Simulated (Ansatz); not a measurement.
`C[SiH](F)S[SiH](O)O` + H₂Se → `C[SiH](F)[SeH]` + `O[SiH](O)S`  (ligand exchange at the Si–S bond)

Computed with Ansatz on PBE0-D4/def2-TZVP structures; ΔE is electronic, products minus reactants. CBS: MP2 limit from def2 TZ/QZ plus the TZ coupled-cluster correction, frozen cores. For Se outer-core shells are correlated without core-valence functions, which leaves a few kJ/mol of doubt a bond. Scalar relativity is left out up to krypton. Each species was taken in one conformer, which may not be the lowest.

```tsv
species	CCSD(T)/CBS(def2) energy (Eh)
`C[SiH](F)S[SiH](O)O`	-1268.59835
H₂Se	-2401.89790
`C[SiH](F)[SeH]`	-2830.74610
`O[SiH](O)S`	-839.74481
```

(1) Work out ΔE.

Largest T1 diagnostic among the species: 0.012.

Answers

(1) ΔE = (-2830.74610) + (-839.74481) − (-1268.59835) − (-2401.89790) = 0.00534 Eh = +3.4 kcal/mol.

In def2-TZVPP, CCSD(T) changes the Hartree–Fock value by +2.3 kcal/mol (the triples alone add +0.6 kcal/mol) and MP2 by +2.4 kcal/mol. The D4 term adds +2.1 kcal/mol with B3LYP and +1.2 kcal/mol with PBE0; it sums over pairs of atoms, weighted by their polarisabilities, and B3LYP, whose exchange is more repulsive, gets the larger term.

B3LYP here is the variant with VWN-RPA as its local correlation; programs differ in this.
